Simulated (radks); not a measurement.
Question: Excited configurations of Eu LXII: one electron is placed in a higher orbital outside 1s1. The ground configuration is [He]. All-electron calculation, scalar-relativistic Kohn-Sham, PBE, spin-polarised, spherical densities, point nucleus; open shells are filled with parallel spins first (spin-orbit coupling, left out, can overturn this in heavy ions). Program: a radial shooting solver on a logarithmic mesh with Libxc functionals. Excitation = E - E(ground); binding = E(ion) - E, where the ion is the core of charge +62; n* = 62/sqrt(2 binding) in atomic units. These energies are relativistic, and a one-electron ion of charge +62 with no core already has n* below n in this formula (scalar-relativistic equation, point nucleus: 4s 3.911, 4d 3.978, 4f 3.990, 5p 4.947, 5f 4.986, 6s 5.905, 6f 5.983, 7p 6.942). The quantum defect is therefore taken as that value minus n*, so that it holds no relativistic shift of the bare ion.

| outer orbital | excitation (eV) | binding (eV) | n* | quantum defect | eigenvalue (eV) | <r> (bohr) |
|---|---|---|---|---|---|---|
| 4s | 52588 | 3444.8 | 3.896 | 0.015 | -3421.6 | 0.3672 |
| 4d | 52721 | 3311.7 | 3.974 | 0.004 | -3285.5 | 0.3335 |
| 4f | 52747 | 3286.1 | 3.989 | 0.000 | -3255.7 | 0.2878 |
| 5p | 53885 | 2147.6 | 4.935 | 0.012 | -2133.2 | 0.5732 |
| 5f | 53925 | 2107.3 | 4.982 | 0.004 | -2090.8 | 0.5036 |
| 6f | 54568 | 1464.5 | 5.976 | 0.008 | -1454.0 | 0.7676 |
| 7p | 54942 | 1090.7 | 6.925 | 0.018 | -1083.9 | 1.145 |

Estimate the row for 6s.

Answer: excitation (eV) 54522; binding (eV) 1510.3; n* 5.885; quantum defect 0.020; eigenvalue (eV) -1500.8; <r> (bohr) 0.8382. The Delta-SCF ionisation energy is 56033 eV (NIST Atomic Spectra Database: 55865.9 eV, theoretical). Self-interaction in the functional shifts the binding energies and quantum defects, so they are the method's values and not measured ones. Nuclear size, the Breit interaction and QED, all absent here, shift the 1s and 2s values of heavy ions.
